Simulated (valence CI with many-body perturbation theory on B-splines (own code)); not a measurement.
## E1 transitions of Hg73+

Level of theory: configuration interaction combined with many-body perturbation theory (CI+MBPT): five valence electrons over a frozen Dirac-Fock core [He], radial functions for each j: 11 s, 11 p, 10 d, 8 f, 5 g, 2 h, with the one-electron correlation potential Σ1, the two-electron term Σ2, the three-electron term Σ3, Breit, model QED; selected CI, second order for the rest, scaled by the run's own slope (own B-spline code, finite nucleus).

No measured spectrum was set against this ion. As an estimate, large intervals hold to a few tenths of a per cent, small ones and those within an open d or f shell to about a per cent. Among the levels kept, up to 7500 cm⁻¹ of a level comes from second order outside the variational space, and about a tenth of that is noise between levels of different J, which matters for small intervals.

Lines 201 to 250 of 600 in falling wavelength, among levels below 15994 eV, chosen from the strongest by gf and those to the six lowest levels. Wavelengths and rates use the calculated energies. Electric multipoles are in the length gauge, E1 and E2 with the static RPA response of the core. Weak lines are less certain than strong ones. Lines between different terms over intervals too small for the method are left out, as are lines whose strength nearly cancels. The highest levels of a list are the least certain.

Levels are named by their leading jj configuration (3d3/2^4 stands for four electrons in 3d with j = 3/2), which in mixed levels can hold well under half, so a name can repeat and another be missing. Letters in brackets count levels of one name in rising energy.

| λ vac (Å) | Upper | Lower | A (s⁻¹) | S (a.u.) with core polarisation | S without |
| --- | --- | --- | --- | --- | --- |
| 5.126 | (2p1/2^2 2p3/2^2 3p3/2) J=5/2 | (2s 2p1/2^2 2p3/2 3p3/2) J=5/2 [b] | 3.98e+12 | 1.59e-03 | 1.59e-03 |
| 5.114 | (2p1/2^2 2p3/2^2 3p1/2) J=3/2 | (2s 2p1/2^2 2p3/2 3p1/2) J=1/2 | 1.60e+13 | 4.23e-03 | 4.23e-03 |
| 5.114 | (2p1/2^2 2p3/2^2 3p1/2) J=5/2 | (2s 2p1/2^2 2p3/2 3p1/2) J=3/2 [b] | 1.88e+13 | 7.43e-03 | 7.44e-03 |
| 5.107 | (2s 2p1/2 2p3/2^2 3p3/2) J=5/2 [b] | (2s^2 2p1/2 2p3/2 3p3/2) J=3/2 [a] | 7.23e+12 | 2.85e-03 | 2.86e-03 |
| 5.106 | (2s 2p1/2 2p3/2^3) J=3/2 [a] | (2s^2 2p1/2 2p3/2^2) J=3/2 | 2.00e+13 | 5.25e-03 | 5.26e-03 |
| 5.105 | (2p1/2^2 2p3/2^2 3s) J=3/2 | (2s 2p1/2^2 2p3/2 3s) J=3/2 [b] | 7.63e+12 | 2.00e-03 | 2.01e-03 |
| 5.083 | (2p1/2^2 2p3/2^2 3s) J=3/2 | (2s 2p1/2^2 2p3/2 3s) J=1/2 | 1.54e+13 | 3.98e-03 | 3.98e-03 |
| 5.074 | (2s 2p1/2 2p3/2^2 3p3/2) J=3/2 [e] | (2s^2 2p1/2 2p3/2 3p3/2) J=1/2 [b] | 5.78e+12 | 1.49e-03 | 1.49e-03 |
| 5.067 | (2s 2p1/2 2p3/2^2 3p3/2) J=1/2 [c] | (2s^2 2p1/2 2p3/2 3p3/2) J=1/2 [b] | 1.18e+13 | 1.51e-03 | 1.52e-03 |
| 5.065 | (2s 2p1/2 2p3/2^3) J=5/2 | (2s^2 2p1/2 2p3/2^2) J=5/2 | 1.95e+13 | 7.51e-03 | 7.52e-03 |
| 5.063 | (2p1/2^2 2p3/2^2 3p3/2) J=3/2 | (2s 2p1/2^2 2p3/2 3p3/2) J=1/2 [b] | 1.61e+13 | 4.11e-03 | 4.12e-03 |
| 5.055 | (2s 2p1/2 2p3/2^2 3p3/2) J=7/2 [c] | (2s^2 2p1/2 2p3/2 3p3/2) J=5/2 [b] | 7.31e+12 | 3.73e-03 | 3.73e-03 |
| 5.050 | (2s 2p1/2 2p3/2^2 3p3/2) J=5/2 [c] | (2s^2 2p1/2 2p3/2 3p3/2) J=3/2 [b] | 8.08e+12 | 3.08e-03 | 3.09e-03 |
| 5.047 | (2s 2p1/2 2p3/2^2 3d5/2) J=7/2 [c] | (2s^2 2p1/2 2p3/2 3d5/2) J=5/2 [b] | 5.85e+12 | 2.97e-03 | 2.97e-03 |
| 5.043 | (2s 2p1/2 2p3/2^2 3d5/2) J=9/2 [c] | (2s^2 2p1/2 2p3/2 3d5/2) J=7/2 [b] | 8.50e+12 | 5.38e-03 | 5.39e-03 |
| 5.033 | (2s 2p1/2 2p3/2^3) J=1/2 | (2s^2 2p1/2 2p3/2^2) J=1/2 | 1.39e+13 | 1.75e-03 | 1.76e-03 |
| 5.033 | (2s 2p1/2 2p3/2^2 3d5/2) J=7/2 [d] | (2s^2 2p1/2 2p3/2 3d5/2) J=7/2 [b] | 4.49e+12 | 2.26e-03 | 2.26e-03 |
| 5.032 | (2s 2p1/2 2p3/2^2 3p3/2) J=3/2 [d] | (2s^2 2p1/2 2p3/2 3p3/2) J=3/2 [b] | 1.33e+13 | 3.34e-03 | 3.34e-03 |
| 5.032 | (2s 2p1/2 2p3/2^2 3d5/2) J=5/2 [d] | (2s^2 2p1/2 2p3/2 3d5/2) J=5/2 [b] | 1.01e+13 | 3.81e-03 | 3.82e-03 |
| 5.029 | (2s 2p1/2 2p3/2^2 3d5/2) J=3/2 [c] | (2s^2 2p1/2 2p3/2 3d5/2) J=3/2 [b] | 8.24e+12 | 2.07e-03 | 2.07e-03 |
| 5.028 | (2s 2p1/2 2p3/2^2 3d5/2) J=3/2 [d] | (2s^2 2p1/2 2p3/2 3d5/2) J=1/2 | 1.07e+13 | 2.67e-03 | 2.68e-03 |
| 5.026 | (2s 2p1/2^2 2p3/2 3d5/2) J=7/2 [b] | (2s^2 2p1/2^2 3d5/2) J=5/2 | 2.41e+13 | 1.21e-02 | 1.21e-02 |
| 5.023 | (2s 2p1/2^2 2p3/2 3p3/2) J=5/2 [b] | (2s^2 2p1/2^2 3p3/2) J=3/2 | 2.62e+13 | 9.83e-03 | 9.84e-03 |
| 5.021 | (2s 2p1/2 2p3/2^2 3d5/2) J=5/2 [e] | (2s^2 2p1/2 2p3/2 3d5/2) J=3/2 [b] | 1.09e+13 | 4.10e-03 | 4.11e-03 |
| 5.021 | (2s 2p1/2 2p3/2^2 3d3/2) J=3/2 [c] | (2s^2 2p1/2 2p3/2 3d3/2) J=5/2 [a] | 1.33e+13 | 3.33e-03 | 3.34e-03 |
| 5.021 | (2s 2p1/2 2p3/2^2 3d5/2) J=7/2 [e] | (2s^2 2p1/2 2p3/2 3d5/2) J=7/2 [b] | 1.42e+13 | 7.07e-03 | 7.08e-03 |
| 5.019 | (2s 2p1/2 2p3/2^3) J=3/2 [b] | (2s^2 2p1/2 2p3/2^2) J=1/2 | 1.29e+13 | 3.22e-03 | 3.23e-03 |
| 5.018 | (2s 2p1/2 2p3/2^3) J=5/2 | (2s^2 2p1/2 2p3/2^2) J=3/2 | 1.28e+12 | 4.79e-04 | 4.79e-04 |
| 5.018 | (2p1/2 2p3/2^4) J=1/2 | (2s 2p1/2 2p3/2^3) J=3/2 [b] | 5.61e+13 | 7.00e-03 | 7.00e-03 |
| 5.017 | (2s 2p1/2 2p3/2^2 3d5/2) J=3/2 [d] | (2s^2 2p1/2 2p3/2 3d5/2) J=3/2 [b] | 6.18e+12 | 1.54e-03 | 1.54e-03 |
| 5.014 | (2s 2p1/2 2p3/2^2 3d5/2) J=7/2 [a] | (2s^2 2p1/2 2p3/2 3d3/2) J=7/2 | 4.46e+12 | 2.22e-03 | 2.22e-03 |
| 5.013 | (2s 2p1/2 2p3/2^2 3d5/2) J=7/2 [c] | (2s^2 2p1/2 2p3/2 3d5/2) J=5/2 [a] | 4.51e+12 | 2.25e-03 | 2.25e-03 |
| 5.013 | (2s 2p1/2^2 2p3/2 3d3/2) J=3/2 [b] | (2s^2 2p1/2^2 3d3/2) J=3/2 | 2.64e+13 | 6.56e-03 | 6.57e-03 |
| 5.012 | (2s 2p1/2 2p3/2^2 3p3/2) J=5/2 [e] | (2s^2 2p1/2 2p3/2 3p3/2) J=5/2 [b] | 2.15e+13 | 8.02e-03 | 8.03e-03 |
| 5.011 | (2p1/2^2 2p3/2^3) J=3/2 | (2s 2p1/2^2 2p3/2^2) J=3/2 | 4.11e+13 | 1.02e-02 | 1.02e-02 |
| 5.011 | (2s 2p1/2 2p3/2^2 3s) J=1/2 [a] | (2s^2 2p1/2 2p3/2 3s) J=3/2 [a] | 1.78e+13 | 2.21e-03 | 2.22e-03 |
| 5.009 | (2p1/2^2 2p3/2^3) J=3/2 | (2s 2p1/2^2 2p3/2^2) J=1/2 | 9.67e+12 | 2.40e-03 | 2.40e-03 |
| 5.006 | (2s 2p1/2 2p3/2^2 3p3/2) J=3/2 [f] | (2s^2 2p1/2 2p3/2 3p3/2) J=1/2 [b] | 9.37e+12 | 2.32e-03 | 2.32e-03 |
| 5.006 | (2s 2p1/2 2p3/2^2 3d3/2) J=1/2 [c] | (2s^2 2p1/2 2p3/2 3d3/2) J=3/2 [b] | 2.18e+13 | 2.70e-03 | 2.70e-03 |
| 5.005 | (2s 2p1/2 2p3/2^2 3d3/2) J=3/2 [f] | (2s^2 2p1/2 2p3/2 3d3/2) J=1/2 [b] | 8.06e+12 | 1.99e-03 | 2.00e-03 |
| 5.004 | (2s 2p1/2 2p3/2^2 3p3/2) J=3/2 [c] | (2s^2 2p1/2 2p3/2 3p3/2) J=5/2 [a] | 1.54e+13 | 3.81e-03 | 3.81e-03 |
| 5.004 | (2p1/2 2p3/2^4) J=1/2 | (2s 2p1/2 2p3/2^3) J=1/2 | 2.68e+13 | 3.32e-03 | 3.32e-03 |
| 5.003 | (2s 2p1/2 2p3/2^2 3d5/2) J=3/2 [e] | (2s^2 2p1/2 2p3/2 3d5/2) J=1/2 | 8.20e+12 | 2.03e-03 | 2.03e-03 |
| 5.003 | (2s 2p1/2 2p3/2^2 3p3/2) J=3/2 [e] | (2s^2 2p1/2 2p3/2 3p3/2) J=3/2 [b] | 1.03e+13 | 2.54e-03 | 2.54e-03 |
| 5.003 | (2s 2p1/2^2 2p3/2 3s) J=1/2 | (2s^2 2p1/2^2 3s) J=1/2 | 2.79e+13 | 3.44e-03 | 3.45e-03 |
| 5.002 | (2s 2p1/2^2 2p3/2 3d3/2) J=5/2 [b] | (2s^2 2p1/2^2 3d3/2) J=3/2 | 2.42e+13 | 8.97e-03 | 8.98e-03 |
| 5.002 | (2s 2p1/2^2 2p3/2 3p1/2) J=1/2 | (2s^2 2p1/2^2 3p1/2) J=1/2 | 2.82e+13 | 3.48e-03 | 3.49e-03 |
| 5.002 | (2s 2p1/2 2p3/2^2 3p1/2) J=3/2 [b] | (2s^2 2p1/2 2p3/2 3p1/2) J=5/2 | 6.71e+12 | 1.66e-03 | 1.66e-03 |
| 5.001 | (2s 2p3/2^4) J=1/2 | (2s^2 2p3/2^3) J=3/2 | 4.34e+13 | 5.36e-03 | 5.37e-03 |
| 5.000 | (2s 2p1/2^2 2p3/2 3p1/2) J=3/2 [b] | (2s^2 2p1/2^2 3p1/2) J=1/2 | 2.74e+13 | 6.76e-03 | 6.76e-03 |
